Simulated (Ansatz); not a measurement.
C$_{2}$H$_{7}$AlO$_{2}$, relaxed with RKS PBE-D4/def2-SVP in Ansatz from a rough embedded geometry. The force threshold is 0.03 eV/Å; the program also tests the step.

Charge 0, multiplicity 1. The bonds changed during the relaxation, so this is another structure than the one it started from.

Start:

```xyz
12

C    -0.087    0.503    1.363
C     0.726   -0.048    0.267
O     1.454    0.976   -0.301
Al   -0.351   -0.886   -1.187
O    -1.655    0.067   -2.073
H     0.485    1.010    2.150
H    -0.811    1.312    0.956
H    -0.723   -0.253    1.822
H     1.414   -0.791    0.738
H     2.234    0.559   -0.793
H    -0.235   -2.468   -1.437
H    -2.452    0.021   -1.505
```

(1) How much energy does the relaxation release, and in how many steps? (Best estimate.)

(2) Which bonds change most? (Best estimate.)

(3) Give the relaxed structure. (An estimate is asked.)

Answers

(1) Ansatz gave: 93.37 kJ/mol, in 14 steps, 1 of them rejected.

(2) Ansatz gave: O3–Al4 from 2.740 to 2.017 Å; C2–O3 from 1.379 to 1.545 Å; Al4–O5 from 1.842 to 1.725 Å; C1–H7 from 1.160 to 1.109 Å.

(3) Ansatz gave: 
```xyz
12

C    -0.117    0.636    1.494
C     0.465   -0.316    0.479
O     1.074    0.481   -0.695
Al   -0.284   -0.903   -1.246
O    -1.728   -0.262   -1.940
H     0.645    1.304    1.954
H    -0.912    1.277    1.060
H    -0.583    0.045    2.310
H     1.271   -0.942    0.914
H     2.040    0.349   -0.751
H     0.418   -2.066   -2.076
H    -2.289    0.396   -1.504
```
